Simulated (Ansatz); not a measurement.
Cs3I4. Total charge 0; doublet. Geometry PBE0-D4/def2-SVP, basis def2-TZVP, Ansatz.

Cartesian coordinates in Å:
```
Cs 1.040 -2.902 0.335
Cs -0.919 1.636 3.078
Cs 0.783 1.100 -1.961
I 2.137 0.451 1.573
I -2.370 2.579 -0.246
I -2.270 -0.631 0.347
I 1.599 -2.232 -3.126
```

```csv
run,HOMO (eV),LUMO (eV)
A,-5.20,-4.15
B,-4.60,-4.53
C,-4.82,-4.42
D,-5.62,-3.85
E,-4.53,-4.42
```

In the def2 sets Cs, I take a core potential; there is no spin–orbit coupling. HOMO above LUMO, or a gap near zero within one spin, warns that the state may not be the lowest or that an electron is smeared out. In the doublet, I5 and I6 lie 3.27 Å apart (atoms count from 1), so these atoms are partly bonded to each other. The structure comes from a short search, and lower isomers may exist.

HOMO and LUMO are taken over both spins.

Task: The runs used PBE, PBE0, r2SCAN, r2SCANh, revPBE. Estimate which is which.

Result: A r2SCANh (10 % exact exchange); B PBE (0 % exact exchange); C r2SCAN (0 % exact exchange); D PBE0 (25 % exact exchange); E revPBE (0 % exact exchange). Exact exchange lowers occupied and raises empty levels; among semilocal functionals meta-GGAs tend to open the gap a little, and such runs are hard to tell apart. The gap grows from 0.08 eV (PBE) to 1.77 eV (PBE0). At PBE-D4/def2-TZVP, revPBE-D4/def2-TZVP the gap within one spin of the charge 0 doublet nearly closes, so an electron or hole may be smeared out by delocalisation error.
